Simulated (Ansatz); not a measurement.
`[OH][Hf]([F])([F])[I]` + H₂S → `[OH][Hf]([F])([F])[SH]` + HI at 600 K and 1 bar (ligand exchange at the Hf–I bond).

Computed with Ansatz on PBE0-D4/def2-TZVP structures; ΔE is electronic, products minus reactants. CCSD(T)/CBS adds triple-zeta CCSD(T) − MP2 to the extrapolated MP2 energy (def2 sets, frozen cores). This one scheme is used for every species. def2 core potentials past Kr. For Hf, I outer-core shells are correlated without core-valence functions, which leaves a few kJ/mol of doubt a bond. One conformer a species, not always the lowest.

```csv
species,CCSD(T)/CBS energy (Eh),H − E (kJ/mol),S (J/(mol·K))
`[OH][Hf]([F])([F])[I]`,-621.00680,102.6,475.5
H₂S,-398.97279,60.8,230.9
`[OH][Hf]([F])([F])[SH]`,-721.92031,129.6,484.6
HI,-298.03592,31.6,227.0
```

H − E and S are ideal-gas, rigid-rotor, harmonic terms from PBE0-D4/def2-TZVP, for one conformer and one mirror image of each species. 1 Eh = 2625.50 kJ/mol, R = 8.31446 J/(mol·K).

Problem. By hand: ΔE, ΔH, ΔS and ΔG.

Solution. ΔE = (-721.92031) + (-298.03592) − (-621.00680) − (-398.97279) = 0.02336 Eh = 61.3 kJ/mol. Δ(H − E) = 129.6 + 31.6 − 102.6 − 60.8 = -2.2, so ΔH = 59.1 kJ/mol. ΔS = 484.6 + 227.0 − 475.5 − 230.9 = 5.2 J/(mol·K). ΔG = 59.1 − 600 × (5.2)/1000 = 56.0 kJ/mol.

Problem. By hand: the equilibrium constant, and the temperature at which ΔG would vanish if ΔH and ΔS stayed fixed.

Solution. log₁₀ K = −ΔG/(RT ln 10) = -4.9. ΔG = 0 at ΔH/ΔS = 11365 K, far beyond where these terms or the molecules hold.

The number of gas molecules stays the same, so ΔS is small and ΔH decides. A doubt of 5 kJ/mol in ΔE shifts log₁₀ K by 0.4 here. Other conformers and mirror images would add mixing entropy, several J/(mol·K) or more a flexible species. These are equilibria of isolated gas molecules and say nothing of rates. Largest T1 diagnostic: 0.016 (customary marks: 0.02 for closed shells, 0.045 for open ones).
